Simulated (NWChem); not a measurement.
Species: CH3BrSTe; SMILES CS[Te]Br

```xyz
7

Te     0.8534     0.2867    -0.0584
Br    -0.4726    -1.8779     0.0382
S     -0.7433     1.8893     0.6418
C     -1.7019     2.2577    -0.8573
H     -1.0604     2.6376    -1.6631
H     -2.4221     3.0372    -0.5658
H     -2.2518     1.3683    -1.1927
```
Atoms are numbered in this order, from 1.

Results from NWChem. Coordinates come from a PBE0/def2-SVP optimisation. Not confirmed as a minimum by frequencies. def2 effective core potentials on Te; no spin-orbit coupling. Level PBE/def2-SVP: energy and gradient on several grids; changes count from the extra-fine grid, which is no exact limit either.

Task: Which is the coarsest grid (medium; fine; coarse; xfine; xcoarse) from which on the energy stays within 50 μHa and each gradient component within 100 μHa/bohr of xfine?

Result: coarse.
```csv
grid,size of the energy change (μHa),largest change of a gradient component (μHa/bohr)
xcoarse,600,800
coarse,< 10,50
medium,< 10,< 30
fine,< 10,< 30
xfine,< 10,< 30
```
